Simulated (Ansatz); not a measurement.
`CC(C)(C)[Si](Cl)(Cl)C(C)(C)C`, relaxed with RKS PBE-D4/def2-SVP in Ansatz 0.2.0 from a rough embedded geometry. The force threshold is 0.03 eV/Å; the program also tests the step.

Charge 0, multiplicity 1.

Start:

```xyz
29

C    -1.823    1.219   -0.078
C    -0.795    1.030    1.050
C    -1.374   -0.015    1.984
C    -0.622    2.291    1.918
Si    0.977    0.471    0.327
Cl    2.160   -0.087    1.924
Cl    1.920    2.094   -0.445
C     0.959   -0.976   -0.988
C     2.344   -1.478   -1.232
C     0.380   -0.445   -2.366
C     0.045   -2.141   -0.566
H    -1.441    1.999   -0.785
H    -2.050    0.417   -0.627
H    -2.770    1.710    0.323
H    -0.732   -0.232    2.856
H    -1.543   -0.983    1.540
H    -2.338    0.288    2.430
H    -1.618    2.658    2.321
H    -0.320    3.166    1.239
H     0.052    2.277    2.686
H     2.396   -2.228   -2.061
H     3.063   -0.724   -1.600
H     2.851   -1.939   -0.342
H    -0.614   -0.063   -2.297
H     0.393   -1.288   -3.110
H     1.021    0.401   -2.760
H     0.094   -2.997   -1.288
H    -1.003   -1.878   -0.466
H     0.390   -2.547    0.409
```

**Question.** By how much does the energy fall, and how many steps does the optimiser take? (Estimate.)

**Answer.** The calculation gave: 22.07 kcal/mol, in 11 steps.

**Question.** Which bonds change most? (Estimate.)

**Answer.** The calculation gave: C1–H13 from 0.998 to 1.109 Å; C4–H20 from 1.022 to 1.109 Å; Si5–Cl7 from 2.029 to 2.104 Å; C2–Si5 from 1.993 to 1.922 Å.

**Question.** Give the relaxed structure. (Estimate.)

**Answer.** Computed: 
```xyz
29

C    -1.736    1.550   -0.137
C    -0.831    1.059    1.010
C    -1.536   -0.055    1.809
C    -0.510    2.238    1.954
Si    0.834    0.412    0.300
Cl    1.995   -0.183    1.950
Cl    1.800    2.058   -0.584
C     0.912   -1.019   -0.981
C     2.400   -1.303   -1.276
C     0.204   -0.602   -2.286
C     0.253   -2.285   -0.396
H    -1.228    2.307   -0.770
H    -2.070    0.721   -0.793
H    -2.650    2.024    0.284
H    -0.887   -0.460    2.613
H    -1.852   -0.902    1.166
H    -2.452    0.353    2.289
H    -1.455    2.630    2.389
H    -0.010    3.069    1.418
H     0.147    1.926    2.790
H     2.479   -2.123   -2.023
H     2.912   -0.412   -1.693
H     2.948   -1.616   -0.365
H    -0.886   -0.452   -2.147
H     0.332   -1.400   -3.050
H     0.629    0.334   -2.703
H     0.396   -3.138   -1.095
H    -0.839   -2.160   -0.250
H     0.700   -2.571    0.578
```
